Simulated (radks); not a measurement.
Values are calculated unless marked as measured or tabulated.
All-electron atom: La XIII in [Kr] 4d9. Code: a radial shooting solver on a logarithmic mesh with Libxc functionals. Model: Dirac Kohn-Sham, PBE, spin-unpolarised, spherical densities, finite nucleus; open shells fill j = l - 1/2 first; Fermi nuclear charge, rms radius 4.855 fm.

Spin-orbit splittings of the eigenvalues, e(l+1/2) - e(l-1/2), with zeta = 2 splitting/(2l+1) and mean radii in bohr:

| shell | occ. | splitting (eV) | zeta (eV) | <r> j=l-1/2 | <r> j=l+1/2 |
|---|---|---|---|---|---|
| 2p | 6 | 413.3 | 275.5 | 0.08989 | 0.09599 |
| 3p | 6 | 80.77 | 53.84 | 0.2743 | 0.2863 |
| 3d | 10 | 17.30 | 6.922 | 0.2572 | 0.2610 |
| 4p | 6 | 17.89 | 11.93 | 0.6621 | 0.6866 |
| 4d | 9 | 3.261 | 1.305 | 0.7283 | 0.7362 |
